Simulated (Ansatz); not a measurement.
Reaction (SMILES): O[Si](O)(Br)Br → O[Si](Br)Br + [OH] (HO) (the O-Si bond at the site shown breaks; other sites are not compared here)
Structures are relaxed separately at B3LYP-D3(BJ)/def2-TZVP in Ansatz (a first-principles code), one conformer each, not searched for the lowest.

Wanted: bond dissociation energy (electronic energy difference), in kcal/mol. Valence correlation only, unless marked. Open shells are spin-unrestricted. No spin-orbit coupling. Frozen are the shells of the preceding noble gas and the d and f shells that filled before the atom's block. Non-relativistic. Basis-set limits of correlation are two-point, X^-3; Hartree-Fock from the larger set. [CCSD(T)-MP2]/basis is that difference in the basis named.

| level | program | bond dissociation energy (kcal/mol) | minus last row |
|---|---|---|---|
| PBE0/def2-TZVP | Ansatz | 126.1 | -8.5 |
| B2GP-PLYP-D3(BJ)/def2-TZVPD | Ansatz + dftd3 | 130.5 | -4.1 |
| B2GP-PLYP/def2-TZVPD | Ansatz | 130.0 | -4.6 |
| CCSD/6-31G | Ansatz | 92.6 | -42.0 |
| CCSD(T)/STO-3G | Ansatz | 89.5 | -45.1 |
| RI-MP2/CBS(def2-TZVPP,def2-QZVPP)+[CCSD(T)-MP2]/def2-SVP | Ansatz | 135.0 | 0.4 |
| RI-MP2/CBS(def2-TZVPP,def2-QZVPP)+[CCSD(T)-MP2]/def2-TZVPP | Ansatz | 134.6 | 0.0 |
